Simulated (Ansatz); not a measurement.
Co₃W⁺. Total charge 1; septet. Geometry relaxed at PBE-D4/def2-SVP.

```tsv
atom	x (Å)	y (Å)	z (Å)
Co1	-0.656	1.278	0.879
Co2	0.398	-1.360	-0.909
Co3	0.325	-0.648	1.150
W4	-0.067	0.731	-1.120
```

In the def2 sets W takes a core potential; there is no spin–orbit coupling. The relaxation made no stability test and no search for a lower SCF solution. At PBE0-D4/def2-TZVP a quintet of charge 1 lies 0.42 eV below the septet, each at its own geometry. That quintet is doubtful there (⟨S²⟩ 8.82, where a pure state has 6.00). The structure comes from a short search, and lower isomers may exist.

Problem. Estimate the harmonic wavenumbers at UKS PBE-D4/def2-SVP (Ansatz, unscaled). Is this a minimum?

Solution. 52, 97, 197, 260, 323, 338 cm⁻¹. Yes, no mode is imaginary beyond noise. Zero-point energy 7.6 kJ/mol. Hardware: 4 threads of Arm Neoverse V1 on a shared host. Wall time 94 s.
